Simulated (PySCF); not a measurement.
**InH₂ + Cl₂ → InHCl + HCl**

Level: PBE0 in the def2-TZVP basis family, computed in PySCF with density fitting; scalar-relativistic core potentials for atoms from Rb on, none lighter, no spin–orbit coupling; open shells unrestricted.

| species | state and structure | E (Eh) | ZPE (kJ/mol) | H(298 K) − H(0) (kJ/mol) | S° (J/(mol K)) |
| --- | --- | --- | --- | --- | --- |
| InH₂ | doublet, C2v, In–H 1.758 Å (×2); H–In–H 120.7° | -191.26970 | 23.5 | 10.3 | 234.4 |
| Cl₂ | singlet, D∞h, Cl–Cl 1.982 Å | -920.08940 | 3.5 | 9.1 | 222.5 |
| InHCl | doublet, Cs, In–Cl 2.365 Å, In–H 1.773 Å; Cl–In–H 115.3° | -650.81335 | 13.7 | 11.7 | 280.5 |
| HCl | singlet, C∞v, H–Cl 1.279 Å | -460.66440 | 17.9 | 8.7 | 186.6 |

Problem. What is the electronic reaction energy?

Solution. At PBE0/def2-TZVP, ΔE = -311.5 kJ/mol from the differences of the total energies times 2625.5, downhill. 

Problem. Add zero-point, thermal and entropy terms for 298.15 K and 1 bar.

Solution. ΔZPE = 4.6 and Δ[H(298) − H(0)] = 1.0 kJ/mol give ΔH° = -305.9 kJ/mol. ΔS° = 10.2 J/(mol K), so ΔG° = -305.9 − 298.15 × (0.0102) = -309 kJ/mol.

The structures come from searches over a few start shapes, so lower isomers are not excluded.
